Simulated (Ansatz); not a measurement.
Cost and result up the ladder for the cluster Si2O4 (6 atoms). Charge 0, multiplicity 1. Geometry: PBE0-D4/def2-SVP.

```tsv
atom	x (Å)	y (Å)	z (Å)
Si1	-0.235	0.402	-1.105
Si2	0.235	-0.402	1.105
O3	0.745	-0.797	-0.448
O4	-0.745	0.797	0.448
O5	0.532	-0.909	2.499
O6	-0.532	0.909	-2.499
```

Ansatz on 2 threads of Arm Neoverse V2 on a shared host. Times are rough, and most runs start from the orbitals of an earlier one. ωB97X-V/def2-TZVP serves as the yardstick here, not as an exact answer. Differences are given only for rows in sets of like size (and for xTB, whose basis is part of the method), since another set adds its own error. Binding counts from free atoms at the same level (Si triplet, O triplet; other spins of the atoms weren't run), without zero-point energy or a counterpoise term.

Correlated methods freeze 14 core orbitals. The structure comes from a short search, and lower isomers may exist.

Correlated methods converge slowly with the basis.

```json
{"level": "BHLYP-D4/def2-TZVP", "functions": "198", "binding energy per atom (eV)": "4.56", "difference from ωB97X-V/def2-TZVP (eV)": "-0.43"}
{"level": "B2PLYP/def2-TZVP (with forces)", "functions": "198", "binding energy per atom (eV)": "4.94", "difference from ωB97X-V/def2-TZVP (eV)": "-0.05"}
{"level": "PBE-D4/def2-TZVP", "functions": "198", "binding energy per atom (eV)": "5.17", "difference from ωB97X-V/def2-TZVP (eV)": "0.19"}
{"level": "BLYP-D4/def2-TZVP", "functions": "198", "binding energy per atom (eV)": "5.05", "difference from ωB97X-V/def2-TZVP (eV)": "0.06"}
{"level": "MP2/def2-TZVP", "functions": "198", "binding energy per atom (eV)": "5.17", "difference from ωB97X-V/def2-TZVP (eV)": "0.18"}
{"level": "ωB97X-V/def2-TZVP", "functions": "198", "binding energy per atom (eV)": "4.99", "difference from ωB97X-V/def2-TZVP (eV)": "0.00"}
{"level": "PBE0-D4/def2-SVP", "functions": "92", "binding energy per atom (eV)": "4.70", "difference from ωB97X-V/def2-TZVP (eV)": "–"}
{"level": "LDA (SPW92)/def2-TZVP", "functions": "198", "binding energy per atom (eV)": "5.96", "difference from ωB97X-V/def2-TZVP (eV)": "0.97"}
{"level": "B97M-V/def2-TZVP", "functions": "198", "binding energy per atom (eV)": "5.01", "difference from ωB97X-V/def2-TZVP (eV)": "0.02"}
{"level": "PBE-D4/def2-SVP", "functions": "92", "binding energy per atom (eV)": "5.02", "difference from ωB97X-V/def2-TZVP (eV)": "–"}
{"level": "HF/6-31G", "functions": "62", "binding energy per atom (eV)": "1.39", "difference from ωB97X-V/def2-TZVP (eV)": "–"}
{"level": "HF/STO-3G", "functions": "38", "binding energy per atom (eV)": "1.63", "difference from ωB97X-V/def2-TZVP (eV)": "–"}
{"level": "RPA@PBE/def2-TZVP", "functions": "198", "binding energy per atom (eV)": "4.51", "difference from ωB97X-V/def2-TZVP (eV)": "-0.48"}
{"level": "CCSD(T)/def2-TZVPP", "functions": "208", "binding energy per atom (eV)": "4.81", "difference from ωB97X-V/def2-TZVP (eV)": "-0.18"}
```

Q: Estimate how long each takes.

A: HF/STO-3G 0.15 s; HF/6-31G 0.3 s; PBE-D4/def2-SVP 1.1 s; LDA (SPW92)/def2-TZVP 1.4 s; PBE0-D4/def2-SVP 1.4 s; BLYP-D4/def2-TZVP 2.4 s; PBE-D4/def2-TZVP 2.5 s; MP2/def2-TZVP 3.2 s; BHLYP-D4/def2-TZVP 3.9 s; RPA@PBE/def2-TZVP 6 s; B97M-V/def2-TZVP 9.5 s; ωB97X-V/def2-TZVP 9.5 s; B2PLYP/def2-TZVP (with forces) 17 s; CCSD(T)/def2-TZVPP 2.4 min. On shared hardware such times vary by a factor of up to 3.
